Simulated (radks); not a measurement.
Spherical jellium clusters: N electrons in a uniform positive sphere of charge N and radius rs N^(1/3), rs = 4.91 bohr. Method: non-relativistic Kohn-Sham, PBEsol, spin-polarised, spherical densities; computed with a radial shooting solver with Libxc functionals. Levels are named by radial order and angular momentum (1s, 1p, 1d, 2s, ...), and open shells are averaged over m.

N = 5, configuration 1s2 1p(up 3, down 0). This is the lowest configuration that the search found. Occupied levels:

level,occupation,eigenvalue (eV),<r> (bohr)
1s up,1,-3.6217,5.895
1s down,1,-3.0660,5.431
1p up,3,-2.6074,7.038

Energy (eV): total -8.39109, kinetic 6.5292, external -95.411, Hartree 47.056, exchange-correlation -15.181, background 48.615.
